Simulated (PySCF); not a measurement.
**Correlation energy of Ba⁴⁵⁺ (barium, charge +45)**

[Ne] 3s1, 2S determinant. Computed with PySCF 2.14 in an even-tempered Gaussian basis (16 s from 9.2 bohr⁻², ratio 2.5; 10 p from 12 bohr⁻², ratio 2.5; 4 d from 44 bohr⁻², ratio 2.7; 4 f from 66 bohr⁻², ratio 2.7), with the non-relativistic Hamiltonian (point nucleus). Frozen: 1s2; 9 electrons correlated; the 17 highest virtual orbitals of each spin left out.

```json
{"level": "CCSD", "correlation energy (mhartree)": "-319.42"}
{"level": "(T)", "correlation energy (mhartree)": "-0.08"}
{"level": "CCSD(T)", "correlation energy (mhartree)": "-319.50"}
```

Diagnostics: T1 = 6.6e-05, D1 = 0.0003, largest double amplitude 0.002.

A non-relativistic calculation at this Z misses sizeable relativistic shifts.

Cost of the coupled-cluster step: roughly 19 core-seconds, for 9 correlated electrons.

At this charge a non-relativistic calculation is a model, useful for the Z dependence of the correlation energy.
